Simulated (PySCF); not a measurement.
Molfile (atoms numbered from 1):
```
C6H6BN3O2S
     RDKit          3D

 19 20  0  0  0  0  0  0  0  0999 V2000
   -3.4029   -0.0500   -0.6451 N   0  0  0  0  0  0  0  0  0  0  0  0
   -2.5205   -0.0510    0.3634 C   0  0  0  0  0  0  0  0  0  0  0  0
   -2.8302   -0.0719    1.5477 O   0  0  0  0  0  0  0  0  0  0  0  0
   -1.1599   -0.0217   -0.0256 N   0  0  0  0  0  0  0  0  0  0  0  0
   -0.9639   -0.0099   -1.3646 N   0  0  0  0  0  0  0  0  0  0  0  0
    0.2405    0.0170   -1.8284 C   0  0  0  0  0  0  0  0  0  0  0  0
    1.4046    0.0361   -0.9960 C   0  0  0  0  0  0  0  0  0  0  0  0
    3.0376    0.0719   -1.5578 S   0  0  0  0  0  0  0  0  0  0  0  0
    3.6272    0.0741    0.0603 C   0  0  0  0  0  0  0  0  0  0  0  0
    2.6194    0.0484    0.9872 C   0  0  0  0  0  0  0  0  0  0  0  0
    1.3254    0.0259    0.3915 C   0  0  0  0  0  0  0  0  0  0  0  0
   -0.0892   -0.0076    0.9953 B   0  0  0  0  0  0  0  0  0  0  0  0
   -0.3619   -0.0241    2.3091 O   0  0  0  0  0  0  0  0  0  0  0  0
   -4.3848   -0.0953   -0.4190 H   0  0  0  0  0  0  0  0  0  0  0  0
   -3.0524   -0.0531   -1.5953 H   0  0  0  0  0  0  0  0  0  0  0  0
    0.3279    0.0246   -2.9189 H   0  0  0  0  0  0  0  0  0  0  0  0
    4.7019    0.0949    0.2399 H   0  0  0  0  0  0  0  0  0  0  0  0
    2.7918    0.0455    2.0640 H   0  0  0  0  0  0  0  0  0  0  0  0
   -1.3403   -0.0463    2.4138 H   0  0  0  0  0  0  0  0  0  0  0  0
  1  2  1  0
  2  3  2  0
  2  4  1  0
  4  5  1  0
  5  6  2  0
  6  7  1  0
  7  8  1  0
  8  9  1  0
  9 10  2  0
 10 11  1  0
 11 12  1  0
 12 13  1  0
 12  4  1  0
 11  7  2  0
  1 14  1  0
  1 15  1  0
  6 16  1  0
  9 17  1  0
 10 18  1  0
 13 19  1  0
M  END
```

Geometry: PBE0-D3(BJ)/def2-SVP; GIAO shifts from PySCF 2.14.0 with density-fitted response routines, gas phase, non-relativistic, averaged over equivalent atoms.

At PBE0/pcSseg-1 (258 basis functions, 70 s wall time on 1 thread of an Arm Neoverse V1, shared host):
```csv
atoms,δ (ppm)
N5,337.6
N4,215.6
N1,96.7
C2,164.5
C7,151.1
C11,145.6
C9,137.4
C10,136.6
C6,136.0
O3,294.6
O13,133.1
S8,218.4
B12,25.7
H19,10.48
H18,7.88
H16,7.79
H17,7.44
H14/H15,5.90
```

δ = σ(ref) − σ, references computed at the same level: $^{15}$N (σref 265.67) vs NH3; TMS for $^{13}$C (σref 184.41) and $^{1}$H (σref 31.27); $^{17}$O (σref 334.56) vs H2O; $^{33}$S (σref 495.66) against CS2; BF3·OEt2 for $^{11}$B (σref 100.73).

Q: Estimate the result of repeating the calculation with wB97X-D/pcSseg-2.

A: 
```json
{"atoms": "N5", "δ at wB97X-D/pcSseg-2": "342.8", "change": "+5.2"}
{"atoms": "N4", "δ at wB97X-D/pcSseg-2": "212.6", "change": "-3.0"}
{"atoms": "N1", "δ at wB97X-D/pcSseg-2": "92.5", "change": "-4.2"}
{"atoms": "C2", "δ at wB97X-D/pcSseg-2": "171.7", "change": "+7.2"}
{"atoms": "C7", "δ at wB97X-D/pcSseg-2": "160.4", "change": "+9.3"}
{"atoms": "C11", "δ at wB97X-D/pcSseg-2": "153.5", "change": "+7.9"}
{"atoms": "C9", "δ at wB97X-D/pcSseg-2": "144.0", "change": "+6.6"}
{"atoms": "C10", "δ at wB97X-D/pcSseg-2": "141.5", "change": "+4.9"}
{"atoms": "C6", "δ at wB97X-D/pcSseg-2": "142.4", "change": "+6.4"}
{"atoms": "O3", "δ at wB97X-D/pcSseg-2": "288.4", "change": "-6.2"}
{"atoms": "O13", "δ at wB97X-D/pcSseg-2": "120.2", "change": "-12.9"}
{"atoms": "S8", "δ at wB97X-D/pcSseg-2": "241.6", "change": "+23.2"}
{"atoms": "B12", "δ at wB97X-D/pcSseg-2": "26.8", "change": "+1.1"}
{"atoms": "H19", "δ at wB97X-D/pcSseg-2": "10.74", "change": "+0.26"}
{"atoms": "H18", "δ at wB97X-D/pcSseg-2": "7.92", "change": "+0.04"}
{"atoms": "H16", "δ at wB97X-D/pcSseg-2": "7.99", "change": "+0.20"}
{"atoms": "H17", "δ at wB97X-D/pcSseg-2": "7.69", "change": "+0.25"}
{"atoms": "H14/H15", "δ at wB97X-D/pcSseg-2": "6.23", "change": "+0.33"}
```

References, each an isolated molecule treated in the same way: $^{15}$N (σ = 260.06 ppm) against NH3; $^{13}$C (σ = 184.42 ppm) and $^{1}$H (σ = 31.36 ppm) against TMS; H2O for $^{17}$O (σ = 326.83 ppm); $^{33}$S (σ = 499.87 ppm) vs CS2; $^{11}$B (σ = 99.96 ppm) vs BF3·OEt2.

The largest change is at S8 (aromatic ring sulfur). Cost: 559 basis functions, 6.6 min wall time on 1 thread of an Arm Neoverse V1, shared host. The order of the carbon signals changes between the two levels.

A carbon bonded to boron is broadened by the quadrupolar boron nucleus and is often missing from a measured spectrum. Hydrogen bonding in solution deshields acid and N–H amide carbonyl carbons by as much as 10 ppm beyond these values. Unscaled 17O shifts of doubly bonded oxygen tend to come out too high, by tens of ppm or more. Experimental scales use liquid or dissolved standards, which lie at an offset from isolated NH3 (liquid NH3: subtract about 20 ppm) and H2O (liquid H2O: subtract about 36 ppm). Unscaled 15N shifts of sp2 nitrogen come out 20 to 40 ppm too high even then.
